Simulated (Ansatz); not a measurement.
Total energies of `c1sc(-c2scc3c2OCCO3)c2c1OCCO2` from Ansatz at PBE-D4/def2-TZVP, gas phase (1 Eh = 27.2114 eV = 2625.5 kJ/mol). The reference geometry is relaxed at PBE-D4/def2-SVP.

```
                state   geometry  energy (Eh)
     charge 0 singlet  reference  -1559.65268
     charge 1 doublet  reference  -1559.40700
    charge -1 doublet  reference  -1559.63898
free C atom (triplet)          –    -37.79597
free S atom (triplet)          –   -397.93833
free O atom (triplet)          –    -75.00967
free H atom (doublet)          –     -0.49962
```

Single mean-field runs in def2-TZVP are fitted with def2-universal-jkfit.

(1) Work out the vertical ionisation energy to the doublet.

(2) Work out the vertical electron affinity, to the doublet.

(3) Give the fundamental gap IE − EA, the Mulliken electronegativity (IE + EA)/2 and the hardness (IE − EA)/2.

(4) What is the binding energy per atom against free atoms?

(1) E(charge 1 doublet) − E(charge 0 singlet) = -1559.40700 − (-1559.65268) = 0.24568 Eh = 6.69 eV. For comparison, −ε of the highest occupied level is 4.56 eV at this level, 2.13 eV less.

(2) E(charge 0 singlet) − E(charge -1 doublet) = -1559.65268 − (-1559.63898) = -0.01370 Eh = -0.37 eV; negative, so the extra electron isn't bound. The basis lacks diffuse functions, which makes affinities too small.

(3) From the values in Eh: IE − EA = 0.24568 − (-0.01370) = 0.25938 Eh = 7.06 eV; (IE + EA)/2 = 3.16 eV; (IE − EA)/2 = 3.53 eV. The HOMO–LUMO gap of the same run is 2.93 eV, 4.13 eV smaller than the fundamental gap.

(4) Atoms: 12 × (-37.79597) + 2 × (-397.93833) + 4 × (-75.00967) + 10 × (-0.49962) = -1554.46318 Eh. Binding: -1554.46318 − (-1559.65268) = 5.18950 Eh = 141.21 eV, or 5.04 eV for each of 28 atoms (no zero-point energy, no counterpoise term).

At PBE-D4/def2-TZVP the highest occupied level of the charge -1 doublet lies above zero (up to 2.45 eV). By energy differences it is unbound by 0.37 eV (vertical, against the charge 0 singlet, at PBE-D4/def2-TZVP) and held by the finite basis.
